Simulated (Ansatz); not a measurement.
A nudged elastic band was laid between two geometries of H$_{4}$InNSi (7 atoms, charge 0, multiplicity 1).

Level of theory: RKS B3LYP-D4/def2-SVP in Ansatz.

```
movable images  : 9
climbing image  : yes
spring          : 5.0 eV/Å²
optimiser       : quadratic models (default)
start path      : through a guess of the saddle point
force threshold : 0.05 eV/Å
iteration limit : 60
end points      : relaxed
```

Initial state:

```xyz
7
Properties=species:S:1:pos:R:3
N -0.436 -0.901 0.028
Si 0.324 0.624 -0.272
In -0.834 -1.729 1.960
H -0.713 -1.432 -0.799
H -0.530 1.618 -1.003
H 0.636 1.208 1.074
H 1.614 0.544 -1.034
```

Final state:

```xyz
7
Properties=species:S:1:pos:R:3
N -0.712 -0.502 -0.089
Si 0.767 0.593 0.069
In 0.424 -1.068 2.247
H -0.816 -1.067 -0.931
H 0.362 1.970 -0.402
H -1.613 -0.060 0.096
H 1.648 0.066 -1.036
```

**Question.** Which bonds break or form, and what moves?

**Answer.** Bonds broken: Si2–H6. Bonds formed: N1–H6, Si2–In3.

**Question.** What energy profile does the band end with?

**Answer.** The forces met the threshold. The highest image is number 5 of 0 to 10, 301.7 kJ/mol above the first end and 242.9 kJ/mol above the last; the last end lies 58.8 kJ/mol above the first. Neighbouring images differ by up to 1.3 eV, so the band resolves the path poorly. A vibrational analysis at the climbing image gives one clearly imaginary mode, 1657i cm⁻¹: a first-order saddle point. The orbitals stay closed-shell, which can raise the energy where a bond breaks towards radicals; this wasn't checked here.

| image | path coordinate (Å) | energy (kJ/mol) | Si2–H6 (Å) | N1–H6 (Å) | Si2–In3 (Å) |
| --- | --- | --- | --- | --- | --- |
| 0 | 0.00 | 0.0 | 1.50 | 2.59 | 3.44 |
| 1 | 0.48 | 2.2 | 1.50 | 2.58 | 3.40 |
| 2 | 0.97 | 13.3 | 1.50 | 2.51 | 3.25 |
| 3 | 1.45 | 60.2 | 1.50 | 2.27 | 3.16 |
| 4 | 1.94 | 189.2 | 1.51 | 1.88 | 3.18 |
| 5 | 2.42 | 301.7 | 1.63 | 1.43 | 3.25 |
| 6 | 2.86 | 189.1 | 1.89 | 1.08 | 3.30 |
| 7 | 3.31 | 112.3 | 2.19 | 1.02 | 3.17 |
| 8 | 3.75 | 80.2 | 2.34 | 1.02 | 2.99 |
| 9 | 4.20 | 63.4 | 2.42 | 1.02 | 2.82 |
| 10 | 4.64 | 58.8 | 2.47 | 1.02 | 2.76 |

**Question.** What is the geometry of the highest image?

**Answer.** 
```xyz
7
Properties=species:S:1:pos:R:3
N -0.554 -0.696 0.035
Si 0.530 0.766 -0.197
In 0.169 -1.642 1.950
H -1.156 -1.100 -0.699
H -0.135 1.704 -1.160
H -0.644 0.449 0.884
H 1.851 0.451 -0.859
```

Time of the run: 5.3 min on 1 thread of Arm Neoverse V2 (shared host), peak memory 0.16 GiB.
